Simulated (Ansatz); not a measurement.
System: RbCl, charge -1, multiplicity 2. SMILES of the parent species: [Cl][Rb]
Coordinates optimised at B3LYP-D3(BJ)/def2-TZVP (Ansatz, a program for electronic structure):
```
Rb
Cl 1 3.0229
```
Charge -1, spin multiplicity 2.

Give the harmonic wavenumbers at B3LYP-D3(BJ)/def2-TZVP (Ansatz, finite differences of forces, unscaled).

169 cm⁻¹. Zero-point energy 0.2 kcal/mol.

From these and the geometry, give the ideal-gas thermochemistry at 298.15 K and 1 atm (rigid rotor, harmonic oscillator).

Point group C∞v, rotational symmetry number 1. Rotational constants 2.207, 2.207 GHz. S(trans) 40.28, S(rot) 17.77, S(vib) 2.44, S(elec, spin only) 1.38, S 61.9 cal/(mol K). H(298) - H(0) 2.46 kcal/mol; G - E(el) -15.7 kcal/mol.
